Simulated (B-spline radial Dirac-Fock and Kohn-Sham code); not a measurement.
## Two-hole binding energies of Mn⁷⁺

System: the Mn⁷⁺ ion, 1s2 2s2 2p6 3s2 3p6, inside a Watson sphere of charge -7 and radius 2.4 Å (a model of the Madelung potential; inside it an electron's potential energy is raised by 42.0 eV).

Input of the calculation (task.json; shells as n, l, electrons):

```json
{"items": [{
  "Z": 25,
  "q": 7,
  "cfg": [[1, 0, 2], [2, 0, 2], [2, 1, 6], [3, 0, 2], [3, 1, 6]],
  "A": 55,
  "rrms": 3.7057,
  "watson": [-7, 2.4],
  "do": ["binding", "quiet", "double"]
}]}
```

Run with: `python xray_run.py task.json out`

The computed values come from a radial atomic solver: Dirac-Fock (average of configuration) total-energy differences with a finite nucleus, the Breit interaction including its frequency dependence, and self-energy and vacuum-polarisation corrections. U is the two-hole binding energy less the two single-hole energies, the effective repulsion of the holes after relaxation. Each two-hole energy is an average over J within one jj subconfiguration.

| holes | E(a) (eV) | E(b) (eV) | E(ab) (eV) | U (eV) |
| --- | --- | --- | --- | --- |
| 1s⁻¹ 2p1/2⁻¹ | 6663.6 | 780.6 | 7552.1 | 107.9 |
| 1s⁻¹ 2p3/2⁻¹ | 6663.6 | 770.4 | 7540.1 | 106.1 |
| 1s⁻¹ 3p1/2⁻¹ | 6663.6 | 153.8 | 6855.8 | 38.4 |
| 1s⁻¹ 3p3/2⁻¹ | 6663.6 | 152.2 | ? | ? |
| 2s⁻¹ 2p1/2⁻¹ | 901.8 | 780.6 | 1750.3 | 68.0 |
| 2p1/2⁻¹ 2p3/2⁻¹ | 780.6 | 770.4 | 1629.5 | 78.6 |
| 2p3/2⁻² | 770.4 | 770.4 | 1620.5 | 79.8 |
| 2s⁻¹ 3p1/2⁻¹ | 901.8 | 153.8 | 1090.5 | 34.9 |
| 2p1/2⁻¹ 3s⁻¹ | 780.6 | 193.6 | 1009.6 | 35.5 |
| 2p1/2⁻¹ 3p3/2⁻¹ | 780.6 | 152.2 | 968.2 | 35.5 |
| 2p3/2⁻¹ 3p1/2⁻¹ | 770.4 | 153.8 | 959.8 | 35.6 |
| 3p1/2⁻² | 153.8 | 153.8 | 336.3 | 28.8 |
| 3p1/2⁻¹ 3p3/2⁻¹ | 153.8 | 152.2 | 333.0 | 27.1 |
| 3p3/2⁻² | 152.2 | 152.2 | 331.9 | 27.5 |

**Question.** Give the missing two-hole energy and U.

**Answer.** E(ab) = 6853.9 eV and U = 38.1 eV.
